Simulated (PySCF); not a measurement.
Computed with PySCF, PBE0, basis Te def2-TZVP with ECP28, Cs def2-TZVP with ECP46 (scalar-relativistic core potentials, no spin–orbit coupling, density fitting).

```xyz
3
charge 0 multiplicity 1, angstrom
Te    0.0000    0.0000    0.0000
Cs    0.0000    0.0000    3.3123
Cs    0.0000    0.0000   -3.3123
```

Cs₂Te (singlet), along the line from Te1 (at 0) through Cs2 (at 3.312 Å). Core electrons replaced by a potential are absent, the electrostatic potential uses the reduced nuclear charge, and values within about 0.7 Å of such atoms have no physical meaning.

Task: Tabulate the fields along this line at -0.99, 0.83, 1.16, 1.49, 1.82, 2.15, 2.48, 4.31, 4.64, 4.97, 5.30 Å.

Result: 
| distance (Å) | electron density (e/Å³) | electron localisation function | electrostatic potential (V) |
| --- | --- | --- | --- |
| -0.99 | 0.669 | 0.419 | 14.4 |
| 0.83 | 1.2 | 0.244 | 29.6 |
| 1.16 | 0.44 | 0.646 | 6.61 |
| 1.49 | 0.214 | 0.462 | 1.48 |
| 1.82 | 0.181 | 0.157 | 3.27 |
| 2.15 | 0.432 | 0.651 | 11.7 |
| 2.48 | 1.11 | 0.879 | 39 |
| 4.31 | 0.812 | 0.884 | 21.6 |
| 4.64 | 0.273 | 0.811 | 7.52 |
| 4.97 | 0.0787 | 0.632 | 3.49 |
| 5.30 | 0.0229 | 0.344 | 2.12 |

On a grid of 0.17 Å the density has a local minimum along the bond near 1.66 Å from Te, at 0.17 e/Å³, where the ELF is 0.21.
